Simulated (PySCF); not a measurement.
Sn(Me)(SH), SMILES [CH3][Sn][SH], PBE0/def2-SVP optimised geometry.

```
7

Sn    -0.60    -0.97     0.00
C      1.61    -0.97     0.00
H      1.97    -1.47     0.92
H      2.04     0.04    -0.05
H      1.97    -1.57    -0.85
S     -0.69     1.47     0.00
H     -2.04     1.57     0.01
```

Density from PBE0/def2-TZVP, def2 effective core potentials past Kr (PySCF) at that geometry. The core electrons that the potentials of Sn replace are not part of the density.

Minimum of the electron density along straight lines between bonded atoms, close to the bond critical point (lines longer than 1.1 times the sum of covalent radii, or with two minima, are not listed):

| bond | length / Å | ρ at the minimum / e bohr⁻³ | ∇²ρ there / e bohr⁻⁵ | position (fraction from the first atom) |
|---|---|---|---|---|
| Sn1–C2 | 2.203 | 0.097 | 0.10 | 0.51 |
| C2–H3 | 1.103 | 0.264 | -0.85 | 0.64 |
| C2–H4 | 1.099 | 0.268 | -0.88 | 0.64 |
| C2–H5 | 1.103 | 0.264 | -0.86 | 0.64 |
| Sn1–S6 | 2.446 | 0.078 | ? | 0.47 |
| S6–H7 | 1.352 | ? | ? | 0.64 |

Question: Some entries are withheld; supply them.

Answer: 
- Sn1–S6, ∇²ρ there / e bohr⁻⁵: 0.11
- S6–H7, ρ at the minimum / e bohr⁻³: 0.210
- S6–H7, ∇²ρ there / e bohr⁻⁵: -0.59
